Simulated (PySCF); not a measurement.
# How the method moves the HOMO and LUMO of `FB(F)C[SiH3]`

CH5BF2Si.
SMILES with atom numbers: `[F:1][B:2]([F:3])[CH2:4][SiH3:5]` (hydrogens: H6, H7 on C4; H8, H9, H10 on Si5)

Cartesian coordinates in Å at the PBE0-D3(BJ)/def2-SVP level; atoms count from 1:
```xyz
10
CH5BF2Si angstrom
F     -1.9875    0.3786    1.3429
B     -1.4916    0.3570    0.1169
F     -1.9806    1.2522   -0.7254
C     -0.3679   -0.6274   -0.2901
Si     1.3377    0.1065    0.0815
H     -0.4021   -0.8407   -1.3696
H     -0.4457   -1.5689    0.2757
H      1.5185    1.3806   -0.6770
H      1.4630    0.3960    1.5415
H      2.4068   -0.8560   -0.3184
```

Basis pcSseg-2 throughout (PySCF), one geometry. One conformer (not necessarily the lowest) at the PBE0-D3(BJ)/def2-SVP geometry, without solvent, vibrations or thermal averaging.

Task: How do the orbital energies, the gap and the dipole change with the method?

Result: 
```csv
method,kind,HOMO (eV),LUMO (eV),gap (eV),μ (D),SCF cycles
BLYP,GGA,-8.00,-0.96,7.04,1.69,14
OPBE,GGA,-8.07,-0.85,7.22,1.65,15
B97-D,GGA,-8.10,-0.88,7.23,1.68,14
PBE,GGA,-8.10,-1.07,7.04,1.69,14
LDA,LDA,-8.20,-1.36,6.84,1.76,14
KT2,GGA,-8.20,-1.11,7.09,1.72,15
BP86,GGA,-8.20,-1.11,7.09,1.68,14
KT3,GGA,-8.23,-1.02,7.21,1.70,15
B97-2,global hybrid,-9.23,-0.09,9.14,1.77,13
B3LYP,global hybrid,-9.27,-0.36,8.90,1.78,12
PBE0,global hybrid,-9.49,-0.10,9.39,1.79,12
mPW1PW91,global hybrid,-9.52,-0.11,9.42,1.78,12
BHandHLYP,global hybrid,-10.77,0.68,11.44,1.88,12
CAM-B3LYP,range-separated hybrid,-10.89,0.83,11.72,1.81,12
wB97X-D,range-separated hybrid,-11.36,1.74,13.10,1.76,12
LC-wPBE,range-separated hybrid,-12.26,2.00,14.26,1.79,13
HF,Hartree–Fock,-12.72,2.44,15.16,1.93,9
```

The HOMO spans 4.72 eV, from BLYP down to HF, and the gap runs from 6.84 eV (LDA) to 15.16 eV (HF). Over the methods BLYP (0 %), OPBE (0 %), B97-D (0 %), PBE (0 %), LDA (0 %), KT2 (0 %), BP86 (0 %), KT3 (0 %), B97-2 (21 %), B3LYP (20 %), PBE0 (25 %), mPW1PW91 (25 %), BHandHLYP (50 %), HF (100 %), a straight line through the gap against the share of exact exchange rises by 0.82 eV for each 10 % (correlation coefficient 0.997). The dipole ranges from 1.65 D (OPBE) to 1.93 D (HF). This basis has no diffuse functions.
